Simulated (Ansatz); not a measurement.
ClFHIn, SMILES `[F][InH][Cl]`. Total charge 0; spin multiplicity 1. Correlated methods include outer-core shells of In, which these sets cover unevenly. In takes the def2 core potential.

```xyz
4

F    -1.6776    0.0934   -0.8365
In    0.0448    0.1868    0.0500
Cl    0.9431   -1.9307    0.1957
H     0.6896    1.6505    0.5908
```

**Question.** Give the diagnostics of a CCSD(T)/def2-TZVPP run (frozen core, Ansatz). (Best estimate.)

**Answer.** The calculation gave: T1 = 0.0151, largest single amplitude 0.041, largest double 0.032, (T) share of the correlation energy 3.2 %, 10 CCSD cycles. The RHF solution is stable towards an unrestricted one. T1 lies under the customary mark of 0.02 for closed shells.
